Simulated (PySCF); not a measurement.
**Bond length, frequency and bond energy of GeI⁻ by level of theory**

State: ³Σ⁻ (triplet), unpaired electrons π ↑↑. Set-up: basis Ge def2-TZVPPD, I def2-TZVPPD with ECP28; scalar-relativistic core potentials; PySCF 2.14. De refers to Ge + I⁻ in their high-spin ground configurations, without counterpoise correction. The functionals are run spin-unrestricted. A positive dipole points towards I; it is taken about the centre of mass and depends on that origin.

| Level | Re (Å) | ωe (cm⁻¹) | De (eV) | μ (D) | CPU s a point (SCF and correlation, without the integrals) |
| --- | --- | --- | --- | --- | --- |
| UHF | 2.865 | 131 | n/a | 0.90 | 2.4 |
| UHF-MP2 | 2.724 | 167 | 1.44 | n/a | 4.2 |
| UHF-SCS-MP2 | 2.754 | 159 | 1.31 | n/a | n/a |
| PBE | 2.751 | 161 | 1.61 | 1.99 | 1.2 |
| TPSS | 2.754 | 160 | 1.57 | 1.95 | 1.4 |
| r²SCAN | 2.726 | 168 | 1.64 | 2.11 | 1.4 |
| B3LYP | 2.788 | 151 | 1.34 | 1.64 | 2.9 |
| PBE0 | 2.734 | 165 | 1.54 | 1.90 | 3.6 |
| r²SCAN0 | 2.718 | 170 | 1.57 | 1.98 | 2.9 |
| B97-3 | 2.761 | 159 | 1.41 | 1.86 | 2 |
| M06-2X | 2.753 | 164 | 1.46 | 1.70 | 2.8 |
| ωB97X-V | 2.736 | 163 | 1.39 | 1.71 | 8.7 |

Q: What does the step from GGA to meta-GGA do here, going from PBE to r²SCAN?

A: r²SCAN less PBE: -2.5 pm in Re, +4.3 % in ωe, +0.03 eV in De. 

Q: What does a quarter of exact exchange do here, going from r²SCAN to r²SCAN0?

A: r²SCAN0 less r²SCAN: -0.8 pm in Re, +1.2 % in ωe, -0.07 eV in De. Exact exchange removes part of the self-interaction that spreads semilocal densities, and in most molecules shortens and stiffens the bond and lowers De; so it does here.

Correlated steps freeze 13 core orbitals. Spin–orbit coupling is left out, which matters for elements this heavy, above all for dissociation energies. For an ion De counts to the pair picked by the measured ionisation energies or electron affinities, which need not be the lowest pair at this level. The highest Kohn–Sham level is positive in this anion. Much of that is self-interaction error, but it also means that the finite basis helps to hold the extra electron. The state is the lowest determinant that a PBE0 search found; another state may lie lower at other levels.

The whole job (state search and all levels along the bond) took about 4.6 min on 2 threads of AMD EPYC 9R45 96-Core (shared host), peak memory 5.3 GiB.
